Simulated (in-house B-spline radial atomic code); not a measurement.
**RPA and G0W0 on BHandHLYP: Zn III (Zn2+)**

Configuration [Ar] 3d10, mean-field start BHandHLYP. Computed with an all-electron radial atomic-structure program (B-spline basis): all electrons, non-relativistic, point nucleus, each spin shell either full or empty, empty states to l = 9 with an (l + 1/2)⁻⁴ tail; G0W0 by contour deformation at full frequency.

Command:
```bash
python run_gw.py task.json out
```
Settings (radii: box in bohr, nucleus in fm):
```
Z                        30
electrons                28
configuration            [Ar] 3d10
hamiltonian              nr
method                   bhandhlyp
lmax                     9
spin_polarised           False
box_radius               17.55
intervals                52
```

Time taken, with all properties: 1.9 s on 1 thread of Arm Neoverse N1, on a shared host.

Energies (hartree):

```tsv
term	value
mean-field total	-1778.41714
Hartree-Fock functional on these orbitals	-1776.95070
direct second order	-2.4265
second-order exchange	0.6954
SOSEX correction	0.62916
```

What is the RPA correlation energy, and what remains with SOSEX?

RPA gives -2.0343 hartree (-1.98 eV per electron); RPA + SOSEX gives -1.4051, and the second-order doubles -1.7311 hartree (no singles). SOSEX takes back 31 % of the RPA value.

Quasi-particle levels (eV):

| level | occupied | mean field | Σx - vxc | Σc | QP weight | G0W0 |
| --- | --- | --- | --- | --- | --- | --- |
| 3d | yes | -36.91 | -5.57 | ? | ? | ? |
| 4s | no | -20.033 | 3.54 | -1.19 | 0.983 | -17.688 |

G0W0 = mean field + (Σx - vxc) + Σc, with Σc (partial-wave tail included) taken at the quasi-particle energy. Only the outer levels were computed. Levels of low weight are left out.

Where does G0W0 put 3d?

At -40.37 eV, with Σc = 2.10 eV and a quasi-particle weight of 0.924. The tabulated removal energy is 39.723 eV (NIST, measured); the calculation leaves out relativity, Breit and QED terms, and what these don't explain is the method's own error.
